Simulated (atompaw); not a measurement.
## P (Z = 15): one change to a PAW (atompaw) potential, before and after

atompaw 4.2.0.5 input, output lines left out:

```
P 15
LDA-PW scalarrelativistic loggrid 1500 logderivrange -4 5 226
3 3 0 0 0 0
3 1 1
0 0 0
c
c
v
c
v
2
1.90 1.85 1.40 1.70
y
-0.45
n
y
1.5
n
y
0.05
y
0.7
n
custom polynom vanderbiltortho besselshape
bessel
1.90
1.85
1.90
1.90
1.90
1.90
```

All-electron outer shells of the reference configuration (LDA (PW92), scalar-relativistic, ld1.x):

| shell | level (eV) | outermost node (bohr) | outermost maximum (bohr) |
| --- | --- | --- | --- |
| 3s | -34.01 | 0.65 | 1.50 |
| 3p | -24.39 | 0.63 | 1.68 |

Change: all radii scaled by about 1.09 (s 2.08, p 2.08, d 2.08 bohr); local potential bessel scheme, radius 1.52 bohr; augmentation besselshape compensation charge, radius 2.02 bohr; PAW radius 2.08 bohr; waves and projectors: custom polynom vanderbiltortho; core correction smooth core density matched at 1.86 bohr.

Cutoffs: the cutoffs (Ry, on a coarse ladder) from which the occupation-weighted sum of valence levels, in a spherical-Bessel basis at the reference potential, stays within 10 and 1 mRy of its value at 400 Ry; they do not see the model core or the augmentation charge, which bear on the density cutoff.

Task: What does the change do?

Result: The potential gets softer (12 Ry and 18 Ry → 10 Ry and 15 Ry); neither file shows a bound ghost. A larger radius leaves more room for a smooth pseudo-wave, so fewer plane waves are needed.

| quantity | base | changed |
| --- | --- | --- |
| cutoff, loose | 12 Ry | 10 Ry |
| cutoff, tight | 18 Ry | 15 Ry |
| bound ghosts | none | none |
| lowest overlap eigenvalue by channel | s 0.31, p 0.76, d 0.95 | s 0.31, p 0.94, d 0.95 |

 The cutoffs see the waves, projectors and local potential, not the compensation charge or the core.
